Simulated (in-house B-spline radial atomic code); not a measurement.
Configurations of the thulium ion Tm³⁺, with energies counted from [Xe] 4f12. All numbers are computed (scalar-relativistic (X2C) r2SCAN0, spin-polarised, spherical fractional occupations, exact exchange averaged over the configuration; Fermi nucleus of rms radius 5.2256 fm) with an all-electron radial atomic-structure program (B-spline basis), not measured. Shells without spins written out take the highest spin.

Occupations are held fixed; configurations that lie above the ionisation limit could autoionise.

| configuration | E - E(ref) (eV) | highest orbital | its <r> (bohr) |
| --- | --- | --- | --- |
| [Xe] 4f11 6s1 | 13.697 | 6s up | 2.847 |
| [Kr] 4d10 4f13 5s2 5p5 | 23.878 | 4f down | 0.7706 |
| [Kr] 4d10 4f12 5s2 5p5 5d1 | 31.191 | 5d up | 1.975 |
| [Kr] 4d10 4f12 5s2 5p5 6s1 | 33.798 | 6s up | 2.867 |
| [Kr] 4d9 4f13 5s2 5p6 | 174.25 | 4f down | 0.7434 |
| [Kr] 4d9 4f12 5s2 5p6 5f1 | 204.75 | 5f up | 4.294 |

(1) Order these further configurations by energy, lowest first.
A. [Kr] 4d9 4f12 5s2 5p6 6f1
B. [Kr] 4d10 4f12 5s2 5p5 6f1
C. [Kr] 4d10 4f12 5s2 5p5 6d1
D. [Xe] 4f11 6p1
E. [Kr] 4d9 4f12 5s2 5p6 6p1

(2) How far above the reference does [Kr] 4d10 4f12 5s2 5p5 5f1 lie?

## Answers

(1) D (20.092 eV), C (47.792 eV), B (54.51 eV), E (195.08 eV), A (209.61 eV).

(2) 49.668 eV; its least bound orbital is 5f up with <r> = 4.326 bohr.
